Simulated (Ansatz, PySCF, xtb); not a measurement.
Noncovalent pair: HF (SMILES F) (first 2 atoms) with HBr (SMILES Br); geometry from B3LYP-D3(BJ)/def2-TZVP, rigid monomers moved along the line of their centres of mass till F1···H4 is 2.38 Å.
(charge 0, multiplicity 1):
```xyz
4

F     -0.3622     0.1354     0.3694
H     -0.2203    -0.7743     0.2652
Br    -0.0143     0.9962     4.0406
H     -0.1862     0.8847     2.6254
```

Counterpoise-corrected where a basis set is named; no monomer relaxation. Rows marked so take none.

Cores are frozen in the correlated methods. Filled d and f shells under p-block atoms count as core. CBS: X⁻³ extrapolation of the correlation energy, Hartree–Fock from the larger set. Rows in 3-21G carry no dispersion term and start afresh at each structure; the Pople sets are all-electron and without relativity.

The values were computed with Ansatz (an electronic-structure program); PySCF for 3-21G rows, the dispersion terms; xtb for the GFN methods. Each number belongs to the level named beside it.

| level | interaction energy (kJ/mol) |
|---|---|
| GFN1-xTB | -5.4 |
| HF/aug-cc-pVQZ | -6.1 |
| B3LYP/3-21G (no counterpoise) | -27.4 |
| PBE0-D3(BJ)/def2-TZVPPD | -9.4 |
| MP2/aug-cc-pVQZ | -8.9 |
| MP2/CBS(aug-cc-pVTZ, aug-cc-pVQZ) | -9.1 |
| SCS-MP2/aug-cc-pVDZ | -7.4 |
| CCSD/aug-cc-pVQZ | [?] |
| CCSD(T)/CBS(aug-cc-pVTZ, aug-cc-pVQZ) | -9.0 |

Q: Complete the blanks.

A: 
- CCSD/aug-cc-pVQZ, interaction energy (kJ/mol): -8.2
